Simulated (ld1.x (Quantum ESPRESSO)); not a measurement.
## Before and after: TM potential for Bi (Z = 83)

```json
{
 "Element": "bismuth (Bi)",
 "Generator": "ld1.x (Quantum ESPRESSO) 7.5",
 "Type": "norm-conserving Troullier–Martins (Kleinman–Bylander form)",
 "Functional": "LDA (PZ)",
 "Relativity": "fully relativistic",
 "Frozen core": "[Xe] 4f14",
 "Valence charge": "15",
 "Reference configuration": "5d10 6s2 6p3",
 "Partial waves": "6p (bound): rc 1.75 bohr; 5d (bound): rc 1.45 bohr; 5f channel at -0.15 Ry: rc 1.50 bohr; 6s (bound): rc 1.90 bohr",
 "Local potential": "the s channel",
 "Core correction": "Bessel-smoothed model core inside 1.15 bohr"
}
```

Open shells are filled in proportion to 2j + 1 (rel_dist='average').

Change: all radii but the core radius scaled by about 1.34 (s 2.54, p 2.34, d 1.94, f 2.00 bohr).

Cutoffs: the cutoffs (Ry, on a coarse ladder) from which the occupation-weighted sum of valence levels, in a spherical-Bessel basis at the reference potential, stays within 10 and 1 mRy of its value at 400 Ry; they do not see the model core or the augmentation charge, which bear on the density cutoff. Errors are all-electron minus pseudo energies relative to the spin-unpolarised reference configuration.

Task: Predict the effect on cutoff, ghosts and configuration errors.

Result: The potential gets softer (70 Ry and 100 Ry → 55 Ry and 90 Ry); the bound ghost in p disappears; of the 7 tests that both files solve, the error grows in 6 and shrinks in 0 by more than 15 % and 0.3 meV (median size 2.1 → 7.7 meV). A larger radius leaves more room for a smooth pseudo-wave, so fewer plane waves are needed. More of the atom is replaced by a form fitted at one configuration, so other configurations suffer.

| quantity | base | changed |
| --- | --- | --- |
| cutoff, loose | 70 Ry | 55 Ry |
| cutoff, tight | 100 Ry | 90 Ry |
| loose cutoff by channel (10 mRy a level) | p 45 Ry, d 50 Ry, s 21 Ry | p 12 Ry, d 50 Ry, s 10 Ry |
| bound ghosts | p3/2 | none |
| error for 5d10 6s2 6p2, meV [ΔE 8.31 eV] | +1.7 | +2.1 |
| error for 5d10 6s2 6p1, meV [ΔE 24.05 eV] | +4.9 | +7.7 |
| error for 5d10 6s2 6p0, meV [ΔE 47.99 eV] | -0.2 | +11 |
| error for 5d10 6s1 6p4, meV [ΔE 9.94 eV] | -3.0 | -12 |
| error for 5d9 6s2 6p4, meV [ΔE 23.82 eV] | -119 | -160 |
| error for 5d10 6s1 6p3, meV [ΔE 18.96 eV] | +2.1 | -3.2 |
| error for 5d10 6s2 6p2.5, meV [ΔE 3.28 eV] | +0.4 | +0.5 |

 A true bound ghost makes a file unfit for plane-wave use even where its test errors are small: the radial tests pick states by their node count and pass the ghost by.
